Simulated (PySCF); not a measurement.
Frontier orbitals and the lowest excitations

Species: C4H7N3OSi.
Numbering: `[CH3:1][C:2](=[O:3])[c:4]1[cH:5][n:6]([SiH3:7])[n:8][n:9]1` (hydrogens: H10, H11, H12 on C1; H13 on C5; H14, H15, H16 on Si7)

Geometry (GFN2-xTB, Å), atoms numbered from 1 in this order:
```xyz
16
C4H7N3OSi angstrom
C     -3.0510    0.0198    0.6847
C     -1.9888    0.4603   -0.2816
O     -2.2156    1.0283   -1.3267
C     -0.6194    0.1347    0.1359
C      0.5705    0.3080   -0.5482
N      1.5324   -0.1482    0.2768
Si     3.2834   -0.2802    0.0684
N      0.9484   -0.5771    1.4159
N     -0.3021   -0.4168    1.3396
H     -3.0862   -1.0682    0.6899
H     -4.0182    0.4158    0.3890
H     -2.7907    0.3407    1.6897
H      0.7776    0.7047   -1.5185
H      3.4885   -1.2639   -0.9938
H      3.7262    1.0499   -0.3452
H      3.7375   -0.6990    1.3826
```

Computed with PySCF, TDDFT B3LYP/def2-SVPD, vertical, gas phase, core orbitals frozen in the response.

Kohn–Sham orbitals with the atoms that hold most of them (Löwdin shares over 4%, at most four atoms; ? is withheld):

| orbital | ε (eV) | atoms |
| --- | --- | --- |
| HOMO-3 | -8.95 | N6 28%, N9 28%, N8 11%, C5 10% |
| HOMO-2 | -7.78 | C4 26%, C5 21%, N8 20%, O3 11% |
| HOMO-1 | -7.75 | ? |
| HOMO | ? | ? |
| LUMO | -1.74 | C2 23%, O3 21%, C5 18%, C4 11% |
| LUMO+1 | -0.82 | N8 32%, N9 25%, N6 14%, C5 7% |
| LUMO+2 | -0.65 | Si7 46%, H15 13%, H14 13%, H16 10% |

(1) Which atoms hold the HOMO, and with what shares?

(2) Which atoms hold the HOMO-1, and with what shares?

(3) What is the HOMO energy, and the HOMO–LUMO gap?

Results:

(1) O3 (bonded to C) 64%; C2 (bonded to 2 C and O) 11%; C1 (bonded to C and 3 H) 10%; C4 (bonded to 2 C and N) 7%. By element: oxygen 64%, carbon 29% or more.

(2) N9 (bonded to C and N) 44%; N8 (bonded to 2 N) 29%; N6 (bonded to C, N and Si) 9%; C4 (bonded to 2 C and N) 9%. By element: nitrogen 83%, carbon 9% or more.

(3) ε(HOMO) = -7.23 eV; the gap is 5.49 eV (0.2019 hartree).

Question: The HOMO–LUMO gap is 5.49 eV. Where does the response calculation put the lowest singlet, and from which orbitals?

Answer: S1 is at 3.93 eV (f = 0.0001), 1.57 eV below the gap, made of HOMO→LUMO (95%). 

Question: One configuration dominates each of S1 and S2. Which, and how do the shares of the two leading atoms of either orbital change from the occupied to the empty one?

Answer: 
- S1 (3.93 eV, f 0.0001), HOMO→LUMO (95%): O3 64% → 21%, C2 11% → 23%
- S2 (4.92 eV, f 0.0002), HOMO-1→LUMO (98%): N9 44% → at most 11%, N8 29% → at most 11%, C2 at most 9% → 23%, O3 at most 9% → 21%

One conformer stands for the species.
